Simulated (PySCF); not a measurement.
Positional isomers: silole silyl. All species are isolated molecules in the gas phase. Strings in code marks are SMILES.

The vertical ionisation energy (Delta-SCF) from two functionals at the same geometries (B3LYP-D3(BJ)/def2-TZVP), both in PySCF: PBE-D3(BJ)/def2-TZVP and B3LYP-D3(BJ)/def2-TZVP. B3LYP has the VWN-RPA correlation part, as in Gaussian. Delta-SCF ions had no search for a lower state. 

| species | PBE-D3(BJ)/def2-TZVP (eV) | B3LYP-D3(BJ)/def2-TZVP (eV) |
|---|---|---|
| `C1([SiH2]C=CC=1)[SiH3]` | 8.70 | 8.74 |
| `[SiH3]C1=C[SiH2]C=C1` | 8.74 | 8.76 |
| `[SiH3][SiH]1C=CC=C1` | 8.65 | 8.65 |

Over these rows, drawn at random from the members with no instability flagged (it was tested for open shells, ions and some series alone), PBE minus B3LYP-D3(BJ): mean -0.02 eV, from -0.05 eV to 0.00 eV.
